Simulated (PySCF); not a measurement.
Br$_{2}$Si (SMILES Br[Si]Br), singlet, geometry from GFN2-xTB. Base run: PySCF with CASSCF(2,4)/6-31G.

PySCF was given this input:
```python
from pyscf import gto, scf, mcscf
import numpy

mol = gto.Mole()
mol.atom = '''
    Si    0.017314    0.015884    1.207218
    Br    0.953671   -1.449931   -0.236135
    Br   -0.960596    1.443578   -0.246753
'''
mol.basis = '6-31g'
mol.charge = 0
mol.spin = 0
mol.verbose = 3
mol.build()

mf = scf.RHF(mol)
mf.kernel()
mc = mcscf.CASSCF(mf, 4, 2)
mc.fix_spin_(ss=0.0)
mc.kernel()
occ = numpy.linalg.eigvalsh(mc.fcisolver.make_rdm1(mc.ci, mc.ncas, mc.nelecas))[::-1]
ss = mc.fcisolver.spin_square(mc.ci, mc.ncas, mc.nelecas)[0]
print('natural occupations', occ.round(4), ' <S^2>', round(ss, 4))
```

Variants of this job, named by their change:

```json
[
 {"change": "base", "ΔE vs base (kcal/mol)": "0.000", "natural occupations": "1.93 0.05 0.02 0.01", "<S^2> of the state": "0.00", "core-seconds (rough)": "5", "outcome": "converged"},
 {"change": "orbitals = fixed (CASCI); correction = SC-NEVPT2", "ΔE vs base (kcal/mol)": "-259.0", "natural occupations": "1.97 0.01 0.01 0.00", "<S^2> of the state": "0.00", "core-seconds (rough)": "1", "outcome": "converged"},
 {"change": "active space = 6 electrons, 6 orbitals", "ΔE vs base (kcal/mol)": "-", "natural occupations": "-", "<S^2> of the state": "-", "core-seconds (rough)": "-", "outcome": "not converged"},
 {"change": "conv_tol = 1e-5", "ΔE vs base (kcal/mol)": "0.000", "natural occupations": "1.93 0.05 0.02 0.01", "<S^2> of the state": "0.00", "core-seconds (rough)": "5", "outcome": "converged"},
 {"change": "correction = SC-NEVPT2", "ΔE vs base (kcal/mol)": "-258.9", "natural occupations": "1.93 0.05 0.02 0.01", "<S^2> of the state": "0.00", "core-seconds (rough)": "5", "outcome": "converged"},
 {"change": "orbitals = fixed (CASCI)", "ΔE vs base (kcal/mol)": "9.23", "natural occupations": "1.97 0.01 0.01 0.00", "<S^2> of the state": "0.00", "core-seconds (rough)": "1", "outcome": "converged"},
 {"change": "solver = newton", "ΔE vs base (kcal/mol)": "0.000", "natural occupations": "1.93 0.05 0.02 0.01", "<S^2> of the state": "0.00", "core-seconds (rough)": "4", "outcome": "converged"},
 {"change": "active space = 8 electrons, 9 orbitals", "ΔE vs base (kcal/mol)": "-22.01", "natural occupations": "1.98 1.98 1.97 1.94 0.05 0.04 0.03 0.01 0.01", "<S^2> of the state": "0.00", "core-seconds (rough)": "30", "outcome": "converged"},
 {"change": "start = MP2 natural orbitals", "ΔE vs base (kcal/mol)": "0.000", "natural occupations": "1.93 0.05 0.02 0.01", "<S^2> of the state": "0.00", "core-seconds (rough)": "4", "outcome": "converged"},
 {"change": "active space = 2 electrons, 2 orbitals", "ΔE vs base (kcal/mol)": "5.44", "natural occupations": "1.95 0.05", "<S^2> of the state": "0.00", "core-seconds (rough)": "4", "outcome": "converged"},
 {"change": "state_average = 2 states", "ΔE vs base (kcal/mol)": "6.66", "natural occupations": "-", "<S^2> of the state": "-", "core-seconds (rough)": "3", "outcome": "converged"}
]
```

Active orbitals are taken around the Fermi level unless the row says otherwise; CASSCF can end in different local minima, and two programs can end on different orbitals. State-averaged rows give the lowest state.
